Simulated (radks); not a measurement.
Results of a calculation; reference values are marked as such.
The molybdenum ion Mo+, configuration [Kr] 4d5 (the NIST ground configuration).

Code: a radial shooting solver on a logarithmic mesh with Libxc functionals. Model: Dirac Kohn-Sham, PBE, spin-unpolarised, spherical densities, finite nucleus; open shells are shared between the two j in proportion to 2j + 1; Fermi nuclear charge, rms radius 4.4091 fm.

Energy parts (eV):
| part | energy |
|---|---|
| total | -110175.958 |
| kinetic | 114240.231 |
| electron-nucleus | -265923.945 |
| Hartree | 44869.823 |
| exchange-correlation | -3362.067 |

Orbitals (lengths in bohr, moments of r in powers of bohr; <r^-3> diverges for s and p1/2; r(max) is where P^2 peaks):
orbital,occ.,eigenvalue (eV),<r^2>,r(max),<r^-3>,small-component weight
1s1/2,2,-19819.27,0.001669,0.02287,-,2.35e-02
2s1/2,2,-2804.310,0.02779,0.1297,-,4.81e-03
2p1/2,2,-2580.351,0.02099,0.1009,-,4.82e-03
2p3/2,4,-2473.787,0.02235,0.1048,2397,4.66e-03
3s1/2,2,-482.9180,0.2106,0.3838,-,1.28e-03
3p1/2,2,-397.6875,0.2088,0.3710,-,1.23e-03
3p3/2,4,-380.1440,0.2191,0.3803,399.9,1.19e-03
3d3/2,4,-229.4924,0.2055,0.3211,58.32,1.07e-03
3d5/2,6,-226.1712,0.2088,0.3238,55.60,1.06e-03
4s1/2,2,-71.0794,1.394,0.9900,-,2.87e-04
4p1/2,2,-46.9642,1.703,1.056,-,2.40e-04
4p3/2,4,-44.4902,1.792,1.081,56.43,2.30e-04
4d3/2,2,-10.5438,4.335,1.374,3.916,1.12e-04
4d5/2,3,-10.3286,4.443,1.387,3.690,1.09e-04

The highest occupied level is 4d5/2 at -10.329 eV. Summed over all electrons, <r^2> = 39.34 bohr^2, which gives a Langevin (diamagnetic) susceptibility term of -31.2 x 10^-6 cm^3/mol. For comparison, the ionisation energy in NIST's Atomic Spectra Database is 16.2 eV (semi-empirical). In exact Kohn-Sham theory the highest level is minus the ionisation energy, but local and semilocal functionals leave it too shallow, through self-interaction and a potential that decays too fast; potentials with the right tail come closer.

Beside tabulated values, note that spin-unpolarised runs miss the spin-polarisation part of the exchange energy of open shells.
